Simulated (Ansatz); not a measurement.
Frontier orbitals of BClFHSe, SMILES `FB(Cl)[SeH]`.

Z-matrix (Å, degrees):
```
B
F 1 1.317
Se 1 1.936 2 117.5
Cl 1 1.748 2 118.6 3 180.0
H 3 1.466 1 94.2 2 180.0
```

Charge 0, multiplicity 1. Correlated methods include outer-core shells of Se, which these sets cover unevenly. Scalar relativity is left out up to krypton. The geometry is a stationary point of PBE0-D4/def2-TZVP. It is one conformer, not always the lowest. Basis def2-TZVPP, Ansatz.

```
 functional  HOMO (eV)  LUMO (eV)  gap (eV)
LDA (SPW92)      -6.86      -2.01      4.85
        PBE      -6.69      -1.73      4.96
       PBE0      -7.85      -0.80      7.05
      B3LYP      -7.60      -0.99      6.61
    r2SCAN0      -8.05      -0.61      7.44
  CAM-B3LYP      -9.12       0.35      9.47
    LC-ωPBE     -10.48       1.47     11.95
    ωB97X-V     -10.12       1.44     11.56
    ωB97M-V      -9.97       1.30     11.27
         HF     -10.41       2.91     13.32
```

Task: What is the vertical ionisation energy at frozen-core CCSD(T)/def2-TZVPP? (An estimate is asked.)

Result: The calculation gave: 10.15 eV (T1 of the cation 0.015).

A quarter of exact exchange (PBE0) shifts PBE's HOMO by −1.16 eV and its LUMO by +0.93 eV; full exchange at long range (ωB97M-V) shifts them by −3.28 and +3.03 eV. The gap opens from 4.96 to 11.27 eV, since occupied levels lose self-interaction and empty ones feel all the electrons. A positive LUMO is unbound and depends on the basis. −ε(HOMO) differs from that ionisation energy by −3.46 eV with PBE and −0.18 eV with ωB97M-V.

B3LYP here is the variant with VWN-RPA as its local correlation; programs differ in this. LC-ωPBE has ω = 0.4 bohr⁻¹.
